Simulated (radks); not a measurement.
Values are calculated unless marked as measured or tabulated.
Ag2+, configuration [Kr] 4d9 (the NIST ground configuration). Level of theory: Dirac Kohn-Sham, Wu-Cohen GGA, spin-unpolarised, spherical densities, point nucleus; open shells are shared between the two j in proportion to 2j + 1 (a radial shooting solver on a logarithmic mesh with Libxc functionals).

Unscreened Slater integrals over Kohn-Sham orbitals (hartree). Large and small components are both included.

| integral | value |
|---|---|
| F0(4d5/2,4d5/2) | 0.69058 |
| F2(4d5/2,4d5/2) | 0.34234 |
| F4(4d5/2,4d5/2) | 0.22319 |
| F0(4d5/2,4d3/2) | 0.69486 |
| F2(4d5/2,4d3/2) | 0.34448 |
| G2(4d5/2,4d3/2) | 0.34430 |
| G4(4d5/2,4d3/2) | 0.22452 |
| F0(4d5/2,4p3/2) | 0.77473 |
| F2(4d5/2,4p3/2) | 0.38056 |
| G1(4d5/2,4p3/2) | 0.47919 |
| G3(4d5/2,4p3/2) | 0.29236 |
| F0(4d5/2,4p1/2) | 0.78349 |
| G3(4d5/2,4p1/2) | 0.28962 |
| F0(4d3/2,4d3/2) | 0.69923 |
| F2(4d3/2,4d3/2) | 0.34673 |
| F0(4d3/2,4p3/2) | 0.78074 |
| F2(4d3/2,4p3/2) | 0.38493 |
| G1(4d3/2,4p3/2) | 0.48589 |
| G3(4d3/2,4p3/2) | 0.29660 |
| F0(4d3/2,4p1/2) | 0.78972 |
| G1(4d3/2,4p1/2) | 0.48272 |
| F0(4p3/2,4p3/2) | 0.89565 |
| F2(4p3/2,4p3/2) | 0.46870 |
| F0(4p3/2,4p1/2) | 0.90933 |
| G2(4p3/2,4p1/2) | 0.47442 |
| F0(4p1/2,4p1/2) | 0.92382 |
